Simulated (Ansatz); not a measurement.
**singlet BeO: levels of theory in one basis**

```xyz
2

Be    0.0000    0.0000    0.0000
O     0.0000    0.0000    1.5500
```

Basis set: def2-SVP (spherical functions). Left uncorrelated: 1 orbital. Charge 0, multiplicity 1.

Computed with Ansatz (development build ahead of 0.2.0); each method stands on the lowest determinant of its kind that the runs found.

```
 method  E − E(RHF) (eV)  <S²> of the determinant
    RHF             0.00                     0.00
    UHF            -2.25                     1.01
RHF-MP2            -7.22                        –
```

(1) What does UHF-MP2 give on the same scale?

(2) Is a single determinant a sound starting point here?

Results:

(1) -6.47 eV.

(2) It is doubtful. Unrestricted orbitals lower Hartree–Fock by 2.25 eV and <S²> is 1.01 where a pure state has 0.00, a sign of strong static correlation.

Caution for RHF, RHF-MP2: an unrestricted determinant lies well below. Caution for UHF, UHF-MP2: the unrestricted determinant is a mixture of spin states. Caution for RHF-MP2, UHF-MP2: bonds are stretched, where a single reference can fail. Caution for RHF-MP2: other determinants can give a lower correlated total.
